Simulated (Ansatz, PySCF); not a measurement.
The pair A = HCl (SMILES Cl) (first 2 atoms), B = CH6Si (SMILES C[SiH3]); geometry from B3LYP-D3(BJ)/def2-TZVP.
(charge 0, multiplicity 1):
```
atom    x (Å)    y (Å)    z (Å)
----  -------  -------  -------
Cl    -0.5615  -0.6871  -0.5001
H     -0.1215  -0.2696   0.6359
C      0.3306   0.7965   5.0661
Si    -0.2189  -0.2530   3.6158
H      0.0753   1.8455   4.9069
H      1.4100   0.7272   5.2104
H     -0.1558   0.4657   5.9856
H     -1.6797  -0.1491   3.3946
H      0.1387  -1.6770   3.8106
H      0.4578   0.2124   2.3725
```

Rows in 6-31G* carry no dispersion term and start afresh at each structure (6-31G* with six Cartesian d functions).

Run with Ansatz (a program for electronic structure); PySCF for 6-31G* rows. Values without a source in brackets are computed.

Total energies (hartree), monomers frozen at their geometry in the pair:

| structure | HF/6-31G* | HF/aug-cc-pV(D+d)Z | B3LYP/def2-TZVPPD |
|---|---|---|---|
| AB | -790.3312211 | -790.3946802 | -792.1009572 |
| A in the pair's basis | -460.0601067 | -460.0947540 | -460.8378275 |
| B in the pair's basis | -330.2722276 | -330.3009480 | -331.2622106 |
| A | -460.0596777 | -460.0946081 | -460.8377286 |
| B | -330.2721066 | -330.3007484 | -331.2621769 |

### Question
Work out the interaction energy without and with the counterpoise correction, and the superposition error, for each level.

### Answer

E(AB) − E(A) − E(B), times 627.509 kcal/mol, with the monomers in their own basis and then in the pair's basis:
- HF/6-31G*: 0.35 uncorrected, 0.70 corrected; the monomers gain 0.35 kcal/mol from borrowed functions
- HF/aug-cc-pV(D+d)Z: 0.42 uncorrected, 0.64 corrected; the monomers gain 0.22 kcal/mol from borrowed functions
- B3LYP/def2-TZVPPD: -0.66 uncorrected, -0.58 corrected; the monomers gain 0.08 kcal/mol from borrowed functions
